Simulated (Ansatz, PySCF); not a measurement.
C₃H₁₀Si, charge +1, doublet, geometry from GFN2-xTB (a state made from the parent by changing its charge; the spin is typed, not shown lowest). Base run: HF/6-31G* run with PySCF.

Geometry (Å):
```xyz
14

Si    -0.0900     0.1955     0.4078
C     -0.7557     1.4881    -0.8570
C      1.6000    -0.2093    -0.5039
C     -0.6883    -1.6205     0.6481
H     -0.2333     0.8300     1.7247
H     -0.7116     1.0987    -1.8708
H     -1.7913     1.6940    -0.5956
H     -0.2026     2.4234    -0.8197
H      2.1669    -0.8759     0.1365
H      1.4290    -0.6794    -1.4672
H      2.1321     0.7258    -0.6390
H     -0.6406    -2.1727    -0.2869
H     -1.7203    -1.5795     0.9894
H     -0.1034    -2.1513     1.3953
```
Charge +1, spin multiplicity 2.
Orbitals are unrestricted.
All else is at PySCF's defaults.

The same geometry, method and basis name were run in Ansatz (an electronic-structure program) and PySCF, at each program's defaults and at the settings that a row names. The base is PySCF at its defaults. Differences at the defaults can come from grids, fitting, cores and function types together.

```json
[
 {"code and settings": "PySCF, defaults (exact integrals, spherical functions)", "ΔE vs base (µEh)": "0.0", "basis functions": "80", "E (Eh)": "-408.01028", "SCF cycles": "14"},
 {"code and settings": "Ansatz, defaults (factorised integrals, Cartesian functions)", "ΔE vs base (µEh)": "-1903", "basis functions": "84", "E (Eh)": "-408.01219", "SCF cycles": "-"},
 {"code and settings": "PySCF, density fitting with def2-universal-jkfit", "ΔE vs base (µEh)": "6.1", "basis functions": "80", "E (Eh)": "-408.01028", "SCF cycles": "14"},
 {"code and settings": "Ansatz, high accuracy, Cartesian functions as the basis file defines them", "ΔE vs base (µEh)": "-1906", "basis functions": "84", "E (Eh)": "-408.01219", "SCF cycles": "-"}
]
```

Open shells are given as the SCF converged; they aren't shown to be the lowest states, and a large step between rows can be another state.
